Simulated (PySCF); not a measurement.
## CeF at UHF-CCSD(T)

Level: UHF-CCSD(T). basis Ce x2c-SVPall, F x2c-SVPall; spin-free X2C with a Gaussian nucleus; PySCF 2.14.

For CeF, the state is quartet, about 1.1 electrons in the 4f shell (Mulliken), real f orbitals that mix terms. The bond length is 2.029 Å, the harmonic wavenumber is 572 cm⁻¹ and the force constant is 3.22 mdyn/Å. The rotational constant Be is 0.2448 cm⁻¹ and the anharmonicity ωexe is 1.61 cm⁻¹. The vibration–rotation constant αe is 0.00112 cm⁻¹, the well depth De to Ce (4f1 5d1 6s2) + F is 615 kJ/mol and the dissociation energy D0 is 611 kJ/mol.

Correlated steps freeze 19 core orbitals. Correlated levels converge slowly with the basis: in double zeta they bind strong bonds too weakly, by up to about 1 eV, and carry superposition errors of some tenths. Spin–orbit coupling is left out, which matters for elements this heavy, above all for dissociation energies. With d or f electrons several states lie close, and the lowest PBE0 determinant need not be the measured ground state.
